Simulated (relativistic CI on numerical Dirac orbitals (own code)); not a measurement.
# Magnetism of Tb⁴⁺, 4f7, in a crystal field

Calculated by Dirac-Coulomb-Breit CI, KLI orbitals optimised for each configuration, a model potential for QED, valence Slater integrals scaled by 0.7, one configuration in a parametric crystal field (own radial code).

Field parameters in Wybourne normalisation. The field is a parameter set, without covalency.

S is read from ⟨S²⟩ = S(S + 1).

Powder χT (cm³ K mol⁻¹) by Van Vleck's formula, with temperature-independent terms:

```
                                                               Field   2 K   5 K  10 K  20 K  50 K  100 K  200 K  300 K
              D3h, B20 = -210, B40 = 340, B60 = -50, B66 = 1020 cm⁻¹  7.77  7.78  7.78  7.78  7.78   7.78   7.78   7.78
D4h, B20 = 1860, B40 = -1340, B44 = -1170, B60 = 90, B64 = 1010 cm⁻¹  7.37   7.7  7.76  7.77  7.78   7.78   7.78   7.78
```

Problem. For D4h, B20 = 1860, B40 = -1340, B44 = -1170, B60 = 90, B64 = 1010 cm⁻¹: what effective moment follows at 300 K?

Solution. μ_eff = √(8χT) = 7.89 μB. The LS value g√(J(J + 1)) of the free ion's 8S°_7/2 level is 7.94 μB.
